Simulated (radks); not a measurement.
Values are calculated unless marked as measured or tabulated.
Question: Os, configuration [Xe] 4f14 5d6 6s2. Code: a radial shooting solver on a logarithmic mesh with Libxc functionals. Model: non-relativistic Kohn-Sham, PBE, spin-unpolarised, spherical densities, point nucleus; relativity is left out, which matters for an element this heavy. Some entries of the table are withheld. Estimate them.

orbital  occ.  eigenvalue (eV)  <1/r> (bohr^-1)  <r> (bohr)
1s          2        -67403.85            75.45     0.01993
2s          2        -11150.00            17.72     0.08408
2p          6        -10700.97            17.76     0.07110
3s          2        -2572.987            6.835      0.2130
3p          6        -2363.429            6.788      0.2032
3d         10        -1972.687            6.714      0.1779
4s          2        -527.9878            2.963      0.4727
4p          6        -439.2640            2.872      0.4785
4d         10        -276.9997            2.681      0.4914
5s          2         -74.3310              (1)       1.106
4f         14         -62.8132              (2)      0.5413
5p          6         -47.6325            1.078       1.215
5d          6          -7.8828           0.7538       1.750
6s          2          -4.9868           0.3757       3.350

Answer: 
(1) 5s <1/r> (bohr^-1): 1.193
(2) 4f <1/r> (bohr^-1): 2.288
